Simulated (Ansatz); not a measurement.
Species: methyltin triiodide, CH₃I₃Sn, charge 0, multiplicity 1. 
Geometry from a B3LYP-D3(BJ)/def2-TZVP (Ansatz, a program for electronic structure) optimisation:
```
Sn
C 1 2.1489
H 2 1.0874 1 108.04
H 2 1.0874 3 110.86 1 -118.21
H 2 1.0874 3 110.86 4 -123.57
I 1 2.7013 2 110.31 3 -60.00
I 1 2.7013 2 110.31 3 180.00
I 1 2.7013 2 110.31 3 60.00
```

Wanted: atomisation energy (electronic, to ground-state atoms), in kcal/mol. Correlated levels leave the core frozen unless marked. UHF or UKS for open shells. Spin-orbit coupling is left out. The frozen core is the preceding noble-gas configuration, with the filled d and f shells of earlier blocks. Past Kr the def2 sets carry scalar-relativistic core potentials. STO-3G rows are all-electron and non-relativistic. The coupled-cluster limit lacks core correlation, which all-electron functionals hold. CBS marks a two-point X^-3 extrapolation of the correlation energy; Hartree-Fock from the larger set.

| level | program | atomisation energy (kcal/mol) |
|---|---|---|
| PBE/def2-TZVPD | Ansatz | 546.3 |
| BLYP-D3(BJ)/def2-TZVPD | Ansatz + dftd3 | 537.6 |
| BLYP-D4/def2-TZVPD | Ansatz + dftd4 | 535.9 |
| r2SCAN/def2-TZVPD | Ansatz | 544.6 |
| PBE0/STO-3G | Ansatz | 731.0 |
| PBE0-D4/def2-TZVPD | Ansatz + dftd4 | 547.5 |
| PBE0/def2-TZVPD | Ansatz | 540.1 |
| HSE06-D4/def2-TZVPD | Ansatz + dftd4 | (withheld) |
| CAM-B3LYP/def2-TZVPD | Ansatz | 527.2 |
| SCS-MP2/def2-SVP | Ansatz | 499.1 |
| SCS-MP2/def2-QZVPPD | Ansatz | 541.2 |
| CCSD/STO-3G | Ansatz | 638.0 |
| CCSD/def2-SVPD | Ansatz | 497.1 |
| CCSD/def2-QZVPPD | Ansatz | (withheld) |
| CCSD(T)/CBS(def2-TZVPPD,def2-QZVPPD) | Ansatz | 545.8 |

Question: What belongs in the gaps?

Answer: 
- HSE06-D4/def2-TZVPD, atomisation energy (kcal/mol): 548.0
- CCSD/def2-QZVPPD, atomisation energy (kcal/mol): 525.9
